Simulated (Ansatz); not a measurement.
Molecule: IBr, net charge 0, singlet state. SMILES: BrI
Geometry: optimised at B3LYP-D3(BJ)/def2-TZVP (Ansatz, a first-principles code).

Computed values are from Ansatz. Valence correlation only, unless marked. UHF or UKS for open shells. Spin-orbit coupling is left out. The frozen core is the preceding noble-gas configuration, with the filled d and f shells of earlier blocks. In def2 rows, elements after Kr have scalar-relativistic effective core potentials. Basis-set limits of correlation are two-point, X^-3; Hartree-Fock from the larger set.

Problem. What is the total energy at CCSD(T)/CBS(def2-TZVPPD,def2-QZVPPD)?

Solution. -2869.5411 Eh.

Problem. What is the atomisation energy De at CCSD(T)/CBS(def2-TZVPPD,def2-QZVPPD)?

Solution. 210.9 kJ/mol.

Problem. What is the T1 diagnostic at CCSD/def2-QZVPPD?

Solution. 0.009.

Problem. What is the dipole moment at CCSD(T)/def2-SVPD?

Solution. 0.78 D.

Problem. What is the vertical ionisation energy (to the doublet) at CCSD(T)/CBS(def2-TZVPPD,def2-QZVPPD)?

Solution. 10.19 eV.
